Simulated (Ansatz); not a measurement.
Species: CH$_{3}$AlF, charge 0, doublet. CH3AlF (SMILES [CH3][Al][F], doublet).
B3LYP-D3(BJ)/def2-TZVP minimum from Ansatz (a quantum-chemistry and plane-wave program):
```
C
H 1 1.0896
H 1 1.0937 2 109.12
H 1 1.0937 2 109.12 3 117.96
Al 1 1.9765 2 112.88 3 -121.02
F 5 1.6675 1 115.82 2 180.00
```
Charge 0, spin multiplicity 2.

Total energies in cc-pV(D+d)Z, 17 correlated electrons, 7 frozen orbitals. UHF or UKS for unpaired electrons; spin-orbit terms are left out. Cores are frozen in correlated methods. No relativity. The spin of CH3AlF ([CH3][Al][F], doublet) was assumed, and the state is the lowest solution found for it.

| method | program | energy (Eh) | minus CCSDT(Q) (mEh) |
|---|---|---|---|
| HF | Ansatz | -381.02896 | 415.24 |
| MP2 | Ansatz | -381.40990 | 34.30 |
| CCSD | Ansatz | -381.43391 | 10.28 |
| CCSD(T) | Ansatz | -381.44257 | 1.62 |
| CCSDT(Q) | Ansatz | -381.44420 | 0.00 |

Rough core times of Ansatz's runs on a shared machine: CCSD(T) under 20 s, CCSDT(Q) 7 min.
